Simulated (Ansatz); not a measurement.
Ideal-gas functions of `[SH][Ge][Cl]` at 600 K and 1 bar, from an Ansatz frequency run at PBE0-D4/def2-TZVP.

Molar mass 141.14 g/mol, point group Cs (symmetry number 1), electronic degeneracy 1, moments of inertia 75.614, 193.601, 269.215 u Å². Harmonic wavenumbers (cm⁻¹, unscaled): 164, 350, 381, 393, 629, 2710.

Use S(trans) = R[1.5 ln M + 2.5 ln T − 1.1517]; rotational temperatures θ = 24.2544 K / I; S(rot) = R[ln(√π/σ · √(T³/θAθBθC)) + 1.5]; for each mode x = 1.438777 ν̃/T, S = R[x/(eˣ − 1) − ln(1 − e⁻ˣ)] and H = RT x/(eˣ − 1); 1 cm⁻¹ = 0.0119627 kJ/mol; R = 8.31446 J/(mol·K).

Problem. By hand: the entropy, in J/(mol·K).

Solution. Translation 185.1. Rotation: θ = 0.3208, 0.1253, 0.0901 K, giving 120.4. Vibration, mode by mode: 16.13, 10.01, 9.35, 9.11, 5.64, 0.09, in all 50.3. Electronic 0.0. Sum 355.8 J/(mol·K).

Problem. By hand: H − E and G − E in kJ/mol, counted from the electronic energy.

Solution. Zero-point energy ½ × 4627 × 0.0119627 = 27.7; thermal vibration 15.5; translation, rotation and pV give 4 RT = 20.0. H − E = 63.2 kJ/mol, and G − E = 63.2 − 600 × 355.8/1000 = -150.3 kJ/mol.

Vibration gives 14 % of the entropy. The sum counts one conformer and one mirror image; others add a mixing term.
